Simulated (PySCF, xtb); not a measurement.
CH₃Cd, SMILES [CH3][Cd] (connectivity only; charge and spin as stated), neutral, multiplicity 2.

Harmonic wavenumbers (cm⁻¹) from GFN2-xTB (xtb) at its own minimum, in rising order: 272, 371, 372, 1039, 1462, 1462, 2971, 2991, 2992.

Question: What does B3LYP-D3(BJ)/def2-TZVP in PySCF 2.14.0 give at its own minimum? (An estimate is asked for; the answer gives what the named calculation found.)

Answer: 277, 574, 574, 995, 1434, 1434, 3058, 3180, 3180. Paired by order, the mean absolute difference is 108 cm⁻¹ and the zero-point energies are 19.9 and 21.0 kcal/mol.
